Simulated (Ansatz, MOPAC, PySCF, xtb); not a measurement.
Pair of molecules: CH4O (SMILES CO) (first 6 atoms) with HBr (SMILES Br); geometry from B3LYP-D3(BJ)/def2-TZVP, rigid monomers moved along the line of their centres of mass till O2···H8 is 2.48 Å.
(charge 0, multiplicity 1):
```xyz
8

C      0.56062    -0.27753    -0.17024
O     -0.53157    -0.25315     0.75537
H      0.20021    -0.23210    -1.20030
H      1.07563    -1.22292    -0.01576
H      1.26092     0.54109     0.01286
H     -1.01020     0.57794     0.66183
Br     0.99243    -0.44197     4.37200
H      0.30008    -0.40817     3.08858
```

Interaction energies are E(AB) − E(A) − E(B) at the monomers' geometry in the complex; basis-set methods are counterpoise corrected.

The state reached by AM1, PM3 isn't checked.

Codes used: Ansatz (an electronic-structure program); MOPAC for AM1, PM3 (differences of heats of formation); PySCF for the dispersion terms; xtb for the GFN methods. Each number belongs to the level named beside it.

Problem. One of these levels gives -9.1 kJ/mol for the interaction energy. Which one is it?
A. AM1
B. PBE-D4/def2-TZVPPD
C. PM3
D. GFN-FF

Solution. A, AM1. The others give -11.4 (GFN-FF), -7.8 (PM3), -17.5 (PBE-D4/def2-TZVPPD)
